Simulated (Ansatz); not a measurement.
Breaking the C2–H3 bond in C2H6Si (SMILES C[Si]C) (multiplicity 1 held, fragments rigid). Energies count from the point at 1.100 Å.
Geometry at that point (charge 0, multiplicity 1):
```xyz
9

Si     0.21503    -0.10028     0.71649
C      0.53188     1.33370    -0.49696
H     -0.40130     1.91548    -0.53284
H      0.73056     1.00415    -1.52134
H      1.32261     2.01106    -0.17292
C     -0.81532    -1.20152    -0.44747
H     -0.09708    -1.68306    -1.12779
H     -1.51090    -0.64025    -1.07879
H     -1.35368    -1.99657     0.06939
```

Restricted levels (R-, RO-) in cc, def2 and unpolarised 6-31G sets keep to the state of the molecule at rest. Unrestricted levels (U-) break spin symmetry where that is lower. Curves can end on different states.

Frozen-core correlation.

Programs: Ansatz (Gaussian basis) for Hartree–Fock, density functionals and correlated methods. 

Energies in kcal/mol.

```json
[
 {"R (Å)": "0.880", "R-MP2/cc-pV(D+d)Z": "32.2", "U-MP2/cc-pV(D+d)Z": "32.2", "U-CCSD/cc-pV(D+d)Z": "32.4", "R-CCSD(T)/cc-pV(D+d)Z": "32.7", "U-CCSD(T)/cc-pV(D+d)Z": "32.7"},
 {"R (Å)": "0.990", "R-MP2/cc-pV(D+d)Z": "7.0", "U-MP2/cc-pV(D+d)Z": "7.0", "U-CCSD/cc-pV(D+d)Z": "7.1", "R-CCSD(T)/cc-pV(D+d)Z": "7.2", "U-CCSD(T)/cc-pV(D+d)Z": "7.2"},
 {"R (Å)": "1.100", "R-MP2/cc-pV(D+d)Z": "0.0", "U-MP2/cc-pV(D+d)Z": "0.0", "U-CCSD/cc-pV(D+d)Z": "0.0", "R-CCSD(T)/cc-pV(D+d)Z": "0.0", "U-CCSD(T)/cc-pV(D+d)Z": "0.0"},
 {"R (Å)": "1.210", "R-MP2/cc-pV(D+d)Z": "3.0", "U-MP2/cc-pV(D+d)Z": "3.0", "U-CCSD/cc-pV(D+d)Z": "2.8", "R-CCSD(T)/cc-pV(D+d)Z": "2.7", "U-CCSD(T)/cc-pV(D+d)Z": "2.6"},
 {"R (Å)": "1.320", "R-MP2/cc-pV(D+d)Z": "11.2", "U-MP2/cc-pV(D+d)Z": "11.2", "U-CCSD/cc-pV(D+d)Z": "10.7", "R-CCSD(T)/cc-pV(D+d)Z": "10.4", "U-CCSD(T)/cc-pV(D+d)Z": "10.4"},
 {"R (Å)": "1.485", "R-MP2/cc-pV(D+d)Z": "27.8", "U-MP2/cc-pV(D+d)Z": "27.8", "U-CCSD/cc-pV(D+d)Z": "26.5", "R-CCSD(T)/cc-pV(D+d)Z": "25.9", "U-CCSD(T)/cc-pV(D+d)Z": "25.9"},
 {"R (Å)": "1.650", "R-MP2/cc-pV(D+d)Z": "45.5", "U-MP2/cc-pV(D+d)Z": "47.8", "U-CCSD/cc-pV(D+d)Z": "43.3", "R-CCSD(T)/cc-pV(D+d)Z": "42.0", "U-CCSD(T)/cc-pV(D+d)Z": "42.2"},
 {"R (Å)": "1.925", "R-MP2/cc-pV(D+d)Z": "72.6", "U-MP2/cc-pV(D+d)Z": "79.7", "U-CCSD/cc-pV(D+d)Z": "69.0", "R-CCSD(T)/cc-pV(D+d)Z": "65.2", "U-CCSD(T)/cc-pV(D+d)Z": "66.8"},
 {"R (Å)": "2.201", "R-MP2/cc-pV(D+d)Z": "94.7", "U-MP2/cc-pV(D+d)Z": "92.2", "U-CCSD/cc-pV(D+d)Z": "87.0", "R-CCSD(T)/cc-pV(D+d)Z": "81.5", "U-CCSD(T)/cc-pV(D+d)Z": "85.0"},
 {"R (Å)": "2.531", "R-MP2/cc-pV(D+d)Z": "114.3", "U-MP2/cc-pV(D+d)Z": "97.7", "U-CCSD/cc-pV(D+d)Z": "97.0", "R-CCSD(T)/cc-pV(D+d)Z": "91.9", "U-CCSD(T)/cc-pV(D+d)Z": "96.4"},
 {"R (Å)": "2.971", "R-MP2/cc-pV(D+d)Z": "130.4", "U-MP2/cc-pV(D+d)Z": "99.9", "U-CCSD/cc-pV(D+d)Z": "100.4", "R-CCSD(T)/cc-pV(D+d)Z": "94.3", "U-CCSD(T)/cc-pV(D+d)Z": "100.3"},
 {"R (Å)": "3.521", "R-MP2/cc-pV(D+d)Z": "137.8", "U-MP2/cc-pV(D+d)Z": "100.6", "U-CCSD/cc-pV(D+d)Z": "101.2", "R-CCSD(T)/cc-pV(D+d)Z": "89.3", "U-CCSD(T)/cc-pV(D+d)Z": "101.2"}
]
```

Doubts at one or more of the structures used: a restricted determinant that unrestricted orbitals would lower (R-MP2/cc-pV(D+d)Z, R-CCSD(T)/cc-pV(D+d)Z); a spin-contaminated determinant (U-MP2/cc-pV(D+d)Z, U-CCSD/cc-pV(D+d)Z, U-CCSD(T)/cc-pV(D+d)Z); T1 above 0.05 (U-CCSD/cc-pV(D+d)Z, R-CCSD(T)/cc-pV(D+d)Z, U-CCSD(T)/cc-pV(D+d)Z); the program's own flag: large difference (U-CCSD/cc-pV(D+d)Z, U-CCSD(T)/cc-pV(D+d)Z); other coupled-cluster roots lie near (R-CCSD(T)/cc-pV(D+d)Z).

Ansatz is an electronic-structure program.
